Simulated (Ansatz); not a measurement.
Reaction (ligand exchange at the Si–N bond): `BN[SiH2][SiH3]` + CH₃SH → `CS[SiH2][SiH3]` + `BN`

Gas-phase electronic energies from Ansatz, PBE0-D4/def2-TZVP geometries. CBS: MP2 limit from def2 TZ/QZ plus the TZ coupled-cluster correction, frozen cores. This one scheme is used for every species. Functionals use def2-TZVPP. B3LYP here is the variant with VWN-RPA as its local correlation; programs differ in this. Each species was taken in one conformer, which may not be the lowest.

| level | ΔE (kcal/mol) | difference from CCSD(T)/CBS |
| --- | --- | --- |
| PBE-D4 | -8.3 | -2.4 |
| r2SCAN-D4 | -7.1 | -1.2 |
| PBE0-D4 | -7.7 | -1.8 |
| ωB97M-V | -5.9 | 0.0 |
| r2SCAN | -7.1 | -1.2 |
| PBE0 | -7.3 | -1.4 |
| B3LYP | -5.3 | 0.6 |
| HF/def2-TZVPP | -3.0 | 2.9 |
| SCS-MP2/def2-TZVPP | -4.8 | 1.1 |
| CCSD/def2-TZVPP | -4.5 | 1.4 |
| CCSD(T)/def2-TZVPP | -5.1 | 0.8 |
| HF/def2-QZVPP | -2.7 | 3.2 |
| SCS-MP2/def2-QZVPP | -5.2 | 0.7 |
| HF/CBS(def2) | -2.7 | 3.2 |
| MP2/CBS(def2) | -6.8 | -0.9 |
| CCSD/CBS(def2) | -5.3 | 0.6 |
| CCSD(T)/CBS | -5.9 | 0 |

Largest T1 diagnostic among the species: 0.013.

In def2-TZVPP, CCSD(T) changes the Hartree–Fock value by −2.1 kcal/mol (the triples alone add −0.6 kcal/mol) and MP2 by −3.1 kcal/mol.
